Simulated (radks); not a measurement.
Removal energies from the lutetium ion Lu11+, [Kr] 4d10 4f(5/2: 6, 7/2: 5) 5s2 5p(1/2: 1, 3/2: 0), by Delta-SCF beside the eigenvalue of the level emptied. All-electron calculation, Dirac Kohn-Sham, PBE, spin-unpolarised, spherical densities, finite nucleus; Fermi nuclear charge, rms radius of each element as measured or else 0.836 A^(1/3) + 0.57 fm. Program: a radial shooting solver on a logarithmic mesh with Libxc functionals. Sub-shells are occupied by j as written (lower j first in brackets).

| removed from | final configuration | Delta-SCF (eV) | -eigenvalue (eV) |
|---|---|---|---|
| 5p1/2 | [Kr] 4d10 4f(5/2: 6, 7/2: 5) 5s2 | 221.74 | 211.64 |
| 4f7/2 | [Kr] 4d10 4f(5/2: 6, 7/2: 4) 5s2 5p(1/2: 1, 3/2: 0) | 227.21 | 211.38 |
| 4f5/2 | [Kr] 4d10 4f(5/2: 5, 7/2: 5) 5s2 5p(1/2: 1, 3/2: 0) | 229.18 | 213.26 |
| 5s1/2 | [Kr] 4d10 4f(5/2: 6, 7/2: 5) 5s1 5p(1/2: 1, 3/2: 0) | 251.92 | 241.28 |
